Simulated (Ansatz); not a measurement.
Program: Ansatz. Geometries: PBE0-D4/def2-TZVP. ΔE: electronic, gas phase. CBS: MP2 limit from def2 TZ/QZ plus the TZ coupled-cluster correction, frozen cores. This one scheme is used for every species, atoms too. Functionals use def2-TZVPP. B3LYP here is the variant with VWN-RPA as its local correlation; programs differ in this. HSE06 is defined as in plane-wave codes. Open shells (•) are unrestricted, without spin–orbit coupling. Spin–orbit coupling would lower the free atoms: a little for C, Si. One conformer a species, not always the lowest.

Consider the atomization: `CC[SiH2]N` → 2 C• + 9 H• + N• + Si•.

```csv
level,ΔE (eV)
revPBE-D4,47.83
B3LYP-D4,48.48
r2SCAN0-D4,47.85
HSE06,48.12
HF/def2-TZVPP,35.98
SCS-MP2/def2-TZVPP,47.62
HF/def2-QZVPP,36.05
CCSD/CBS(def2),47.89
```

What does CCSD(T)/CBS give? (An estimate is asked.)

Computed: +48.40 eV. The listed levels differ from it by -0.57, 0.08, -0.55, -0.28, -12.42, -0.78, -12.35, -0.51 eV.

Largest T1 diagnostic among the species: 0.012.

Leaving LDA and LC-ωPBE aside and taking each functional with its dispersion term where it has one, the values, not all of them listed here, spread over 1.24 eV, from BHLYP-D4 to PBE-D4. LDA lies +5.73 eV from PBE without D4, its usual overbinding. In def2-TZVPP, CCSD(T) changes the Hartree–Fock value by +11.22 eV (the triples alone add +0.51 eV) and MP2 by +11.38 eV; breaking electron pairs costs correlation energy, which Hartree–Fock lacks. From BLYP to BHLYP (50 % exact exchange), in def2-TZVPP and without D4, ΔE moves by −0.40 eV: exact exchange takes away binding that semilocal exchange gives to molecules.

For atomizations the MP2-based limit and the directly extrapolated one differ by several kJ/mol either way, and by 10 to 25 for some Ge, Se and Sn compounds, so smaller differences from it don't rank the levels.
